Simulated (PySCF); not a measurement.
# Polarisability and C₆ of Re²⁺ (rhenium, charge +2)

[Xe] 4f14 5d5, high-spin 6S determinant. Computed with PySCF 2.14 in ANO-RCC-VTZP (8s7p5d3f2g1h, 104 functions), with scalar relativity by spin-free X2C-1e. Coupled (time-dependent) response in atomic units; α is the mean over directions. The basis has no added diffuse functions, which lowers α and C₆.

```csv
method,mean α (bohr³),C₆ (like pair),S(−4)
PBE,10.76,62.53,57.05
```

S(−4) is the Cauchy moment in α(ω) = α(0) + S(−4) ω² + …

α(iu) at PBE:

| u (hartree) | α(iu) (bohr³) |
| --- | --- |
| 0 | 10.76 |
| 0.0500 | 10.62 |
| 0.100 | 10.23 |
| 0.200 | 9.067 |
| 0.300 | 7.869 |
| 0.500 | 6.141 |
| 0.750 | 4.887 |
| 1.00 | 4.069 |
| 1.50 | 2.961 |
| 2.00 | 2.230 |
| 3.00 | 1.378 |
| 5.00 | 0.6830 |

For an ion, C₆ is the dispersion term alone; charge-induced terms of lower order in 1/R come first.

Spin-orbit coupling, which splits the p, d and f shells strongly at this Z, is absent.
